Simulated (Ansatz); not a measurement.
CH$_{8}$SeSi$_{2}$ (`[SiH3]C[SiH2][SeH]`). The species carries charge 0 and has multiplicity 1. The geometry is a stationary point of PBE0-D4/def2-TZVP. It is one conformer, not always the lowest.

```xyz
12

Si    1.679   -0.319   -0.149
C     0.225    0.850   -0.370
Si   -1.290    0.386    0.614
Se   -1.822   -1.826    0.409
H     1.496   -1.542   -0.969
H     2.938    0.352   -0.573
H     1.815   -0.709    1.280
H     0.524    1.859   -0.064
H    -0.031    0.902   -1.433
H    -1.034    0.543    2.068
H    -2.452    1.227    0.224
H    -2.048   -1.722   -1.039
```

What is the dipole moment at PBE/def2-TZVPP? (Best estimate.)

The calculation gave: 1.60 D, with components (0.12, 1.29, -0.94) D in this frame, pointing from negative to positive charge.

And with r2SCAN, B3LYP, ωB97M-V? (Best estimate.)

Computed: r2SCAN 1.71 D, B3LYP 1.65 D, ωB97M-V 1.70 D.

Give the Mulliken charges with PBE, r2SCAN, B3LYP in def2-TZVPP. (Estimate.)

The calculation gave: 
```json
{"atom": "Si1", "PBE": "0.20", "r2SCAN": "0.29", "B3LYP": "0.27"}
{"atom": "C2", "PBE": "-0.28", "r2SCAN": "-0.31", "B3LYP": "-0.33"}
{"atom": "Si3", "PBE": "0.21", "r2SCAN": "0.31", "B3LYP": "0.29"}
{"atom": "Se4", "PBE": "-0.16", "r2SCAN": "-0.20", "B3LYP": "-0.18"}
{"atom": "H5", "PBE": "-0.05", "r2SCAN": "-0.06", "B3LYP": "-0.06"}
{"atom": "H6", "PBE": "-0.06", "r2SCAN": "-0.08", "B3LYP": "-0.07"}
{"atom": "H7", "PBE": "-0.05", "r2SCAN": "-0.07", "B3LYP": "-0.06"}
{"atom": "H8", "PBE": "0.11", "r2SCAN": "0.09", "B3LYP": "0.11"}
{"atom": "H9", "PBE": "0.11", "r2SCAN": "0.09", "B3LYP": "0.11"}
{"atom": "H10", "PBE": "-0.05", "r2SCAN": "-0.06", "B3LYP": "-0.06"}
{"atom": "H11", "PBE": "-0.05", "r2SCAN": "-0.07", "B3LYP": "-0.06"}
{"atom": "H12", "PBE": "0.06", "r2SCAN": "0.06", "B3LYP": "0.05"}
```

B3LYP here is the variant with VWN-RPA as its local correlation; programs differ in this.
